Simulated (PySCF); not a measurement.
# Correlation energy of Se⁺ (selenium, charge +1)

[Ar] 3d10 4s1 4p4, 4s spin antiparallel (an excited configuration). Calculation: PySCF 2.14, in x2c-TZVPPall (6s5p4d1f, 48 functions); the spin-free X2C one-electron Hamiltonian (Gaussian nucleus). Frozen: [Ne]; 23 electrons correlated.

MP2 pair energies summed by pair of shells (mhartree):

```tsv
pair	energy	share (%)
3d-3d	-87.59	26.6
4s-4p	-68.89	20.9
4p-4p	-67.23	20.4
3p-3d	-40.35	12.3
3d-4p	-20.88	6.3
3s-3d	-18.53	5.6
3d-4s	-7.58	2.3
3p-3p	-7.01	2.1
3s-3p	-5.01	1.5
3p-4p	-2.83	0.9
3p-4s	-1.52	0.5
3s-3s	-1.04	0.3
3s-4p	-0.53	0.2
3s-4s	-0.22	0.1
```

Total MP2 correlation energy: -329.22 mhartree.

Same-spin part -89.60 and opposite-spin part -239.62 mhartree; SCS-MP2 scales them by 1/3 and 6/5 to -317.41 mhartree.

This basis was not built for core-valence correlation, so the inner-shell part is incomplete.
